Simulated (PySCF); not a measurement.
Fill in the blanks.

Species: Al(PH3)F3.
Geometry (PBE0-D3(BJ)/def2-SVP, Å), atoms numbered from 1 in this order:
```
atom  x, y, z in Å
Al1    0.0278    0.0162   -1.4059
P2     0.0185   -0.0417    1.0867
H3     0.6661    1.0182    1.7635
H4     0.5957   -1.1507    1.7489
H5    -1.2459   -0.0034    1.7199
F6     1.6665   -0.0113   -1.6929
F7    -0.7640    1.4674   -1.5988
F8    -0.8266   -1.3802   -1.7050
```

```tsv
property	level	value
rotational constants A, B, C	PBE0-D3(BJ)/def2-SVP	?
dipole moment	B3LYP/def2-SVPD	5.75 D
HOMO energy	B3LYP/def2-SVPD	-9.74 eV
LUMO energy	B3LYP/def2-SVPD	?
lowest singlet excitation	TDDFT B3LYP/def2-SVPD	?
strongest line among the 15 lowest singlet transitions	TDDFT B3LYP/def2-SVPD	S3 at 7.93 eV (156 nm, f = 0.188)
lowest triplet excitation (Tamm–Dancoff)	TDA B3LYP/def2-SVPD	6.84 eV
static isotropic polarisability	B3LYP/def2-SVPD	48.7 au
electronic spatial extent ⟨r²⟩ about the centre of nuclear charge	B3LYP/def2-SVPD	718 bohr²
1H chemical shifts (computed TMS as zero) by class	GIAO B3LYP/pcSseg-1 (pcSseg-2 on Al)	3.37 (H3/H4/H5) ppm
isotropic shieldings of nuclei other than C and H, by class	GIAO B3LYP/pcSseg-1 (pcSseg-2 on Al)	?
core binding energies	ΔSCF SCAN, pcX-2 on the ionised atom, pcseg-1 elsewhere, spin-free X2C, 2p3/2 from a spin–orbit splitting computed afterwards within the 2p shell	P2p3/2 139.1 (P2), F1s 691.5 (F6/F7/F8), Al1s 1568.2 (Al1), P1s 2152.6 (P2) eV
```

Electronic properties: PySCF, gas phase, density fitting.

Question: What are the rotational constants A, B, C?

Answer: 3.185, 1.931, 1.928 GHz.

Question: Give the isotropic shieldings of nuclei other than C and H, by class.

Answer: 342 (F6/F7/F8), 503 (Al1), 510 (P2) ppm.

Question: The lowest singlet excitation?

Answer: 7.88 eV (157 nm, f = 0.043).

Question: Give the LUMO energy.

Answer: -0.92 eV.

The principal polarisabilities are 45.2, 45.3 and 55.7 au; their mean is the isotropic value. In wavenumbers S1 is 63500 cm⁻¹ (1 eV = 8065.54 cm⁻¹). No computed singlet falls in the visible range (750 to 380 nm, 1.65 to 3.26 eV); S1 lies 4.62 eV above its blue end.

For the TDDFT job (B3LYP/def2-SVPD), time: 25 s wall (with the writing of density and orbital grids); peak memory 0.62 GiB. Hardware: an Intel Xeon at 2.70 GHz with one thread, no GPU, shared host with 64 logical CPUs at a one-minute load of 63.
